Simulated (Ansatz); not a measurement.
K₂I⁻. Charge -1, multiplicity 3. Geometry r2SCAN-D4/def2-TZVP, that of the neutral doublet; atoms count from 1.

```tsv
atom	x (Å)	y (Å)	z (Å)
K1	1.619	0.925	1.197
K2	-0.140	-0.797	-2.062
I3	-1.479	-0.128	0.865
```

In the def2 sets I takes a core potential; there is no spin–orbit coupling. The highest occupied level of the charge -1 triplet lies above zero (up to 0.23 eV). By energy differences its removal costs 0.59 eV (vertical, to the charge 0 doublet, at PBE0-D4/def2-TZVPD); a positive level beside a positive removal energy at the same level points to self-interaction error. At PBE0-D4/def2-TZVPD a singlet of charge -1 lies 0.05 eV below the triplet at the same geometry. The structure comes from a short search, and lower isomers may exist.

Estimate the Mulliken populations from the PBE0/def2-TZVPD orbitals of Ansatz.


| atom | charge (e) | spin (α − β) |
| --- | --- | --- |
| K1 | -0.06 | 0.98 |
| K2 | -0.06 | 0.98 |
| I3 | -0.88 | 0.04 |
Mulliken values and Mayer orders depend strongly on the basis. With diffuse functions, as here, like atoms can get unlike values, and bond orders can come out too low or too high.

Where does the spin sit?

Summed by element: K 1.96, I 0.04, of 2 unpaired in all. Largest on single atoms: K1 0.98, K2 0.98, I3 0.04.

And the Mayer bond orders between bonded heavy atoms (over 0.3)?

K1–K2 0.94 (4.08 Å).
